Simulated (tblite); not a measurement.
Species: C9H18Ge.
Atom-mapped SMILES: `[CH2:1]=[CH:2][CH2:3][Ge@@H:4]1[CH2:5][CH2:6][C@:7]1([CH3:8])[CH2:9][CH3:10]` (hydrogens: H11, H12 on C1; H13 on C2; H14, H15 on C3; H16 on Ge4; H17, H18 on C5; H19, H20 on C6; H21, H22, H23 on C8; H24, H25 on C9; H26, H27, H28 on C10)

Computed with GFN2-xTB (tblite), gas phase: L-BFGS steps from a force-field or distance-geometry start until the largest atomic force falls under 0.01 eV/Å.

Step 27: E = -824.6250 eV
```
atom  x, y, z in Å  |  force x, y, z in eV/Å
C1      4.3546    0.6176   -0.1272   -0.008   0.003  -0.007
C2      3.0886    0.9998   -0.1024    0.007   0.018   0.025
C3      1.9839    0.3781   -0.8713    0.051   0.040   0.002
Ge4     0.6662   -0.5811    0.3307   -0.126   0.026  -0.080
C5     -0.0217   -2.2530   -0.5392   -0.085  -0.008  -0.039
C6     -1.2552   -1.4662   -1.0106   -0.038   0.035   0.015
C7     -1.3498   -0.3520    0.0518   -0.008   0.032  -0.012
C8     -2.1081   -0.8570    1.2720    0.024   0.024  -0.012
C9     -1.9526    0.9429   -0.4760    0.030   0.006   0.007
C10    -1.6940    2.1487    0.4205   -0.013  -0.024  -0.014
H11     5.1078    1.1204    0.4573   -0.029  -0.034  -0.003
H12     4.6982   -0.2036   -0.7362   -0.060   0.018  -0.005
H13     2.7956    1.8288    0.5310    0.001   0.014  -0.009
H14     2.3647   -0.3507   -1.5859    0.030   0.005   0.015
H15     1.4407    1.1448   -1.4254   -0.032  -0.009   0.017
H16     1.2048   -0.6299    1.7644    0.029  -0.049   0.054
H17    -0.3034   -3.0354    0.1612    0.052  -0.006   0.028
H18     0.5437   -2.7136   -1.3458    0.007   0.013  -0.016
H19    -1.0527   -1.0153   -1.9858    0.005  -0.031   0.030
H20    -2.1729   -2.0512   -1.1036    0.065  -0.067   0.033
H21    -3.1209   -1.1531    0.9921    0.033   0.016   0.021
H22    -2.1751   -0.0905    2.0399    0.023   0.011   0.005
H23    -1.6034   -1.7179    1.7086   -0.034  -0.026  -0.022
H24    -1.5338    1.1462   -1.4668   -0.012   0.025   0.017
H25    -3.0340    0.8106   -0.5954    0.046  -0.004  -0.024
H26    -2.1311    2.0086    1.4061    0.027  -0.018  -0.005
H27    -0.6207    2.3102    0.5371   -0.046  -0.025  -0.002
H28    -2.1402    3.0409   -0.0141    0.061   0.016  -0.018
```

Step 28: E = -824.6275 eV
```
atom  x, y, z in Å  |  force x, y, z in eV/Å
C1      4.3544    0.6179   -0.1253    0.007   0.011  -0.008
C2      3.0900    1.0030   -0.0994   -0.022   0.029  -0.004
C3      1.9860    0.3843   -0.8698   -0.001   0.000  -0.010
Ge4     0.6662   -0.5818    0.3277   -0.098   0.068  -0.074
C5     -0.0186   -2.2518   -0.5418   -0.102  -0.032  -0.064
C6     -1.2571   -1.4697   -1.0075   -0.059   0.035   0.007
C7     -1.3502   -0.3539    0.0525    0.007   0.044  -0.006
C8     -2.1113   -0.8566    1.2723    0.041   0.029  -0.014
C9     -1.9497    0.9419   -0.4779    0.001  -0.005  -0.003
C10    -1.6909    2.1466    0.4182   -0.027  -0.007   0.009
H11     5.1096    1.1207    0.4545   -0.002  -0.015   0.030
H12     4.6960   -0.2038   -0.7331   -0.057  -0.010  -0.023
H13     2.7969    1.8350    0.5289    0.010   0.023   0.012
H14     2.3642   -0.3450   -1.5857    0.039   0.014   0.019
H15     1.4423    1.1515   -1.4230   -0.027  -0.010   0.024
H16     1.2042   -0.6368    1.7605    0.033  -0.049   0.062
H17    -0.2995   -3.0304    0.1632    0.068  -0.024   0.019
H18     0.5419   -2.7153   -1.3513   -0.002   0.023   0.013
H19    -1.0664   -1.0193   -1.9846    0.021  -0.035   0.012
H20    -2.1726   -2.0591   -1.0905    0.056  -0.070   0.022
H21    -3.1256   -1.1447    0.9893    0.034   0.020   0.037
H22    -2.1718   -0.0912    2.0424    0.015  -0.002  -0.003
H23    -1.6131   -1.7232    1.7065   -0.040  -0.006  -0.032
H24    -1.5319    1.1468   -1.4685    0.007   0.007   0.012
H25    -3.0308    0.8095   -0.5990    0.034   0.002  -0.020
H26    -2.1317    2.0079    1.4013    0.017  -0.034   0.033
H27    -0.6179    2.3023    0.5395   -0.026  -0.010  -0.006
H28    -2.1337    3.0426   -0.0123    0.073   0.006  -0.045
```

Problem. Estimate the geometry and energy of step 29. (The exact step hangs on the optimiser's Hessian estimate; all steps are aligned on step 28, rigid shifts and turns removed.)

Solution. E = -824.6301 eV, largest force 0.108 eV/Å
```
atom  x, y, z in Å  |  force x, y, z in eV/Å
C1      4.3546    0.6187   -0.1234    0.012   0.018  -0.007
C2      3.0917    1.0071   -0.0965   -0.044   0.037  -0.032
C3      1.9884    0.3915   -0.8683   -0.053  -0.036  -0.016
Ge4     0.6646   -0.5815    0.3230   -0.031   0.086  -0.031
C5     -0.0173   -2.2510   -0.5458   -0.083  -0.038  -0.058
C6     -1.2605   -1.4732   -1.0038   -0.065   0.015  -0.003
C7     -1.3508   -0.3552    0.0532    0.009   0.039  -0.004
C8     -2.1144   -0.8556    1.2724    0.045   0.028  -0.009
C9     -1.9465    0.9407   -0.4800   -0.029  -0.007  -0.014
C10    -1.6877    2.1441    0.4159   -0.030   0.013   0.033
H11     5.1116    1.1212    0.4519    0.025   0.000   0.058
H12     4.6930   -0.2044   -0.7295   -0.052  -0.035  -0.038
H13     2.7990    1.8424    0.5267    0.018   0.030   0.033
H14     2.3643   -0.3380   -1.5855    0.046   0.022   0.019
H15     1.4437    1.1592   -1.4196   -0.022  -0.007   0.023
H16     1.2044   -0.6452    1.7572    0.024  -0.045   0.041
H17    -0.2937   -3.0255    0.1656    0.074  -0.038   0.003
H18     0.5397   -2.7169   -1.3572   -0.018   0.031   0.034
H19    -1.0816   -1.0247   -1.9831    0.030  -0.034  -0.013
H20    -2.1718   -2.0693   -1.0753    0.024  -0.067   0.007
H21    -3.1305   -1.1347    0.9867    0.026   0.026   0.046
H22    -2.1681   -0.0921    2.0451    0.010  -0.011  -0.006
H23    -1.6251   -1.7295    1.7034   -0.033   0.016  -0.040
H24    -1.5294    1.1470   -1.4701    0.029  -0.008   0.001
H25    -3.0267    0.8084   -0.6034    0.007   0.006  -0.018
H26    -2.1319    2.0064    1.3967    0.003  -0.042   0.064
H27    -0.6151    2.2932    0.5424    0.002   0.005  -0.006
H28    -2.1249    3.0443   -0.0115    0.075  -0.004  -0.067
```

The energy changes by -0.0026 eV. The first-order estimate −F·Δx gives -0.0035 eV and the mean of the old and new forces, exact on a quadratic surface, -0.0026 eV. The step makes an angle of 75° with the force vector and moves no atom by more than 0.018 Å.

The cost below is that of the whole relaxation. Time: 5.4 s wall, 4.2 s CPU. Hardware: Intel Xeon at 2.50 GHz, one thread, shared host.
